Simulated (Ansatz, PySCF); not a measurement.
Spin gap between two states, R1 and P1; the higher of the two is an excited state, each structure at its B3LYP-D3(BJ)/def2-TZVP stationary point, reached from a drawn start (curvature not checked).
R1, CH2 (SMILES [CH2]) (charge 0, multiplicity 1):
```xyz
3

C      0.00000     0.00000    -0.46684
H      0.86205     0.00000     0.23342
H     -0.86205     0.00000     0.23342
```
P1, CH2 (SMILES [CH2]) (charge 0, multiplicity 3):
```xyz
3

C      0.00000     0.00000    -0.27498
H      0.99625     0.00000     0.13749
H     -0.99625     0.00000     0.13749
```

P less R. No zero-point or thermal terms; singlets are restricted closed shells; open shells are unrestricted.

Codes used: Ansatz (Gaussian orbitals); PySCF for M06-2X. All values are computed, each at the level named.

Task: One of these levels gives -11.70 kcal/mol for the spin gap. Which one is it?
(A) BLYP/def2-TZVPP
(B) M06-2X/def2-TZVPP
(C) PBE0/def2-TZVPP
(D) B3LYP/def2-TZVPP

Result: D, B3LYP/def2-TZVPP. The others give -10.44 (BLYP/def2-TZVPP), -17.71 (PBE0/def2-TZVPP), -13.53 (M06-2X/def2-TZVPP)

Ansatz is an electronic-structure program.
